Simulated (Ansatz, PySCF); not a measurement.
System: Br$_{2}$ (charge +1, doublet). 
Geometry from a B3LYP-D3(BJ)/def2-TZVP (Ansatz, a first-principles code) optimisation:
```xyz
2

Br     0.0000     0.0000    -1.1110
Br     0.0000     0.0000     1.1110
```
Charge +1, spin multiplicity 2.

Total electronic energies in hartree. Cores are frozen in the correlated levels unless marked. UHF or UKS for open shells. Spin-orbit coupling is left out. Frozen are the shells of the preceding noble gas and the d and f shells that filled before the atom's block. No relativistic terms. 

The Hartree-Fock reference is unstable (checked in the largest basis), which strains HF and MP2. 

```json
[
 {"level": "BP86-D3(BJ)/def2-TZVPD", "program": "PySCF + dftd3", "energy (Eh)": "-5148.47476"},
 {"level": "BP86/def2-TZVPD", "program": "PySCF", "energy (Eh)": "-5148.47202"},
 {"level": "TPSS-D4/def2-TZVPD", "program": "PySCF + dftd4", "energy (Eh)": "-5147.74221"},
 {"level": "B97M-V/def2-TZVPD", "program": "Ansatz", "energy (Eh)": "-5146.99191"},
 {"level": "PBE0-D4/def2-TZVP", "program": "Ansatz + dftd4", "energy (Eh)": "-5147.32212"},
 {"level": "PBE0/def2-TZVPD", "program": "Ansatz", "energy (Eh)": "-5147.32200"},
 {"level": "TPSSh-D3(BJ)/def2-TZVPD", "program": "PySCF + dftd3", "energy (Eh)": "-5147.75018"},
 {"level": "r2SCANh/def2-TZVPD", "program": "Ansatz", "energy (Eh)": "-5147.88245"},
 {"level": "PW6B95-D3(BJ)/def2-TZVPD", "program": "PySCF + dftd3", "energy (Eh)": "-5150.17971"},
 {"level": "HSE06-D4/def2-TZVPD", "program": "Ansatz + dftd4", "energy (Eh)": "-5147.33249"},
 {"level": "RPA@PBE/cc-pVTZ", "program": "Ansatz", "energy (Eh)": "-5145.03934"},
 {"level": "RI-MP2/cc-pVTZ", "program": "Ansatz", "energy (Eh)": "-5144.84664"},
 {"level": "RI-MP2/cc-pVQZ", "program": "Ansatz", "energy (Eh)": "-5144.88583"},
 {"level": "CCSD(T)/cc-pVTZ", "program": "Ansatz", "energy (Eh)": "-5144.89346"}
]
```

Totals of different functionals don't rank their quality; only differences between species are comparable.
